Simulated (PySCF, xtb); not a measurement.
B(F)(NMe2)(SiH3) (C₂H₉BFNSi), SMILES CN(C)B(F)[SiH3].

GFN2-xTB (xtb) at its own geometry gives an orbital gap of 4.22 eV and a dipole moment of 3.20 D.

Geometry optimised at ωB97X-D3(BJ)/def2-SVP. One conformer was computed; it need not be the lowest.

Task: What does PBE0/def2-TZVP (PySCF) give? (The exact figures need the calculation; the answer reports its results.)

Result: gap 7.24 eV (levels -7.47 and -0.23 eV), dipole 2.69 D.
